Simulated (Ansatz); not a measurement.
Start from `B[SiH](F)OC` and change one atom or group to get `B[SiH](O)F`.

Ansatz, PBE0-D4/def2-TZVP geometries, multiplicity 1. Each molecule was computed in one conformer, which needn't be the lowest.

```csv
property,`B[SiH](F)OC`
LUMO energy (PBE/def2-TZVPP) / eV,-3.63
size of the dipole moment (B3LYP/def2-TZVPP) / D,1.49
zero-point energy (PBE0-D4/def2-TZVP) / kJ/mol,195.3
"ideal-gas entropy at 298 K and 1 bar (rigid rotor, harmonic PBE0-D4/def2-TZVP) / J/(mol·K)",365
size of the dipole moment (ωB97M-V/def2-TZVPP) / D,1.47
HOMO energy (B3LYP/def2-TZVPP) / eV,-8.14
```

(1) Give the same properties after the change, and the shifts. (Best estimate.)

Results:

(1) Ansatz gave: 
```csv
property,`B[SiH](O)F`,shift
LUMO energy (PBE/def2-TZVPP) / eV,-3.75,-0.12
size of the dipole moment (B3LYP/def2-TZVPP) / D,1.85,0.36
zero-point energy (PBE0-D4/def2-TZVP) / kJ/mol,121.0,-74.3
"ideal-gas entropy at 298 K and 1 bar (rigid rotor, harmonic PBE0-D4/def2-TZVP) / J/(mol·K)",320,-45
size of the dipole moment (ωB97M-V/def2-TZVPP) / D,1.86,0.39
HOMO energy (B3LYP/def2-TZVPP) / eV,-8.09,0.05
```

With PBE0 the HOMO rises by 0.05 eV and the LUMO falls by 0.15 eV, so the gap narrows by about 0.20 eV. PBE moves the HOMO by 0.06 eV and ωB97M-V by 0.05 eV. The zero-point energy changes by -74.3 kJ/mol with -9 modes. Dipoles are sizes alone; their direction can turn.

B3LYP here is the variant with VWN-RPA as its local correlation; programs differ in this.
